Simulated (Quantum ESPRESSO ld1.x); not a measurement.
The numbers below are computed, except where a source is named.
Q: The table gives one normalised radial function P(r) = r R(r) of Tl3+ in [Xe] 4f14 5d8 6s1 6p1 (r in bohr). Code: ld1.x of Quantum ESPRESSO 7.5. Model: scalar-relativistic Kohn-Sham, LDA (Slater exchange, Perdew-Zunger correlation), spin-polarised, spherical densities, point nucleus; open shells are filled with parallel spins first.

r,P
0.003246,0.0764
0.004399,0.0862
0.005914,0.0921
0.008015,0.0904
0.01078,0.0764
0.0146,0.0444
0.01979,-0.0076
0.02661,-0.0711
0.03606,-0.1279
0.04849,-0.1387
0.06571,-0.0680
0.08906,0.0766
0.1197,0.1939
0.1623,0.1445
0.2199,-0.0980
0.2957,-0.2844
0.4007,-0.1314
0.5388,0.2609
0.7302,0.4325
0.9896,0.0758
1.33,-0.5041
1.803,-0.8250
2.444,-0.6793
3.286,-0.3310
4.453,-0.0854
5.987,-0.0108
8.114,-0.0005

Which n and l does it have? It may be an empty orbital.

A: n = 6, l = 0: the number of nodes gives n - l - 1 = 5, the rise at small r (about r^(l+1)) gives l, and the extent must fit the shell. The curve is that of 6s up; the table hardly tells the two spins or the two j apart. 6s up: eigenvalue -40.538 eV, 5 radial nodes at r = 0.0190, 0.0767, 0.197, 0.445, 1.03 bohr, <r> = 2.08 bohr, 90 % of the charge inside 2.95 bohr.
